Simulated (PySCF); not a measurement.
**Rotational lines of GeO**

Lines J+1 ← J of the vibrational ground state, computed from RHF-CCSD(T) constants of GeO, ¹Σ⁺ (singlet), closed shell (Ge def2-TZVPPD, O def2-TZVPPD; no relativity (PySCF 2.14); masses 73.9212 and 15.9949 u), in MHz:

```tsv
J	ν (MHz)
2	85695.7
3	114259.4
4	142821.8
5	171382.5
6	199941.2
```

Question: Find B0 and the effective bond length r0; with αe = 0.00295 cm⁻¹, find Re.

Answer: ν = 2B0(J+1) − 4D(J+1)³ gives B0 = 0.47642 cm⁻¹. With the reduced mass μred = 13.150 u, r0 = √(16.8576/(μred·B0)) (u, cm⁻¹, Å) = 1.6404 Å. Be = B0 + αe/2 = 0.47790 cm⁻¹ gives Re = 1.638 Å.

Correlated steps freeze 10 core orbitals. Where the molecule has an RHF reference, its open-shell atoms are computed with UHF. The CCSD T1 diagnostic is raised, a sign that a single reference may not be enough here.
